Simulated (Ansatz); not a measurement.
Program: Ansatz. Geometries: PBE0-D4/def2-TZVP. ΔE: electronic, gas phase. CCSD(T)/CBS adds triple-zeta CCSD(T) − MP2 to the extrapolated MP2 energy (def2 sets, frozen cores). Functionals use def2-TZVPP. For Ge outer-core shells are correlated without core-valence functions, which leaves a few kJ/mol of doubt a bond. Scalar relativity is left out up to krypton. Each species was taken in one conformer, which may not be the lowest.

Reaction (isomerisation): `C[C](=O)[GeH2][F]` → `O/C(F)=[CH]\[GeH3]`

| level | ΔE (kJ/mol) |
| --- | --- |
| PBE0-D4 | 125.1 |
| r2SCANh-D4 | 128.4 |
| revPBE | 138.8 |
| HF/def2-QZVPP | 143.2 |

(1) What does CCSD(T)/CBS give? (An estimate is asked.)

Largest T1 diagnostic among the species: 0.014.

Answers

(1) Computed: +134.7 kJ/mol. The listed levels differ from it by -9.6, -6.3, 4.1, 8.5 kJ/mol.

Leaving LDA and LC-ωPBE aside and taking each functional with its dispersion term where it has one, the values, not all of them listed here, spread over 20.6 kJ/mol, from HSE06-D4 to BLYP-D4. LDA lies −30.2 kJ/mol from PBE without D4. From BLYP to BHLYP (50 % exact exchange), in def2-TZVPP and without D4, ΔE moves by −10.8 kJ/mol.
